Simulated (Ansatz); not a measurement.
A nudged elastic band was laid between two geometries of BH₃NOSi (7 atoms, charge 0, multiplicity 2).

These are results of UKS BHLYP-D4/6-31G in Ansatz 0.2.0, not measurements.

| Item | Value |
| --- | --- |
| movable images | 9 |
| climbing image | yes |
| spring | 5.0 eV/Å² |
| optimiser | quadratic models (default) |
| start path | through a guess of the saddle point |
| force threshold | 0.05 eV/Å |
| iteration limit | 58 |
| end points | relaxed |

Image 0:

```xyz
7
Properties=species:S:1:pos:R:3
B -1.031 1.062 -0.011
Si 0.405 -0.242 0.321
N 1.332 -0.385 1.798
O 0.765 -1.313 -0.943
H -1.589 1.062 -1.050
H -1.305 1.825 0.847
H 1.422 -2.009 -0.961
```

Image 10:

```xyz
7
Properties=species:S:1:pos:R:3
B -1.032 1.063 -0.012
Si 0.404 -0.242 0.322
N 1.333 -0.389 1.798
O 0.765 -1.313 -0.943
H -1.309 1.824 0.847
H -1.586 1.064 -1.052
H 1.425 -2.006 -0.959
```

Which bonds break or form, and what moves?

No bond is made or broken. The dihedral H5–B1–Si2–O4 goes from 0 to 180°. The two ends are copies of one structure, up to a mirror image or an exchange of like atoms.

Give the energies along the band, and the barrier.

The forces met the threshold. The highest image is number 5 of 0 to 10, 4.8 kcal/mol above the ends, which have the same energy within 2 meV. A vibrational analysis at the climbing image gives one clearly imaginary mode, 204i cm⁻¹: a first-order saddle point. Limits of this set-up: no polarisation functions.

| image | path coordinate (Å) | energy (kcal/mol) | dihedral H5–B1–Si2–O4 (°) |
| --- | --- | --- | --- |
| 0 | 0.00 | 0.0 | 0 |
| 1 | 0.40 | 0.5 | 18 |
| 2 | 0.80 | 1.9 | 35 |
| 3 | 1.21 | 3.4 | 53 |
| 4 | 1.61 | 4.4 | 71 |
| 5 | 2.01 | 4.8 | 90 |
| 6 | 2.41 | 4.4 | 109 |
| 7 | 2.81 | 3.4 | 128 |
| 8 | 3.22 | 1.9 | 146 |
| 9 | 3.62 | 0.5 | 163 |
| 10 | 4.02 | 0.0 | 180 |

What is the geometry of the highest image?


```xyz
7
Properties=species:S:1:pos:R:3:forces:R:3
B -1.010 1.032 -0.037 0.01 -0.01 0.00
Si 0.362 -0.353 0.488 0.00 0.00 0.00
N 0.930 -0.877 2.004 0.00 0.00 -0.01
O 0.936 -0.995 -0.974 0.00 0.00 0.02
H -2.142 0.721 -0.164 -0.01 0.00 0.00
H -0.674 2.148 -0.223 0.00 0.02 0.00
H 1.598 -1.676 -1.094 0.00 0.00 -0.01
```

What are the harmonic wavenumbers there?

204i, 151, 180, 234, 372, 606, 695, 722, 907, 937, 1003, 1218, 2720, 2829, 3950 cm⁻¹.

The band took 7 iterations and of the order of 3 core-minutes.

The run took 3.3 min on 1 thread of Arm Neoverse V2, with other jobs on the host, peak memory 0.14 GiB.
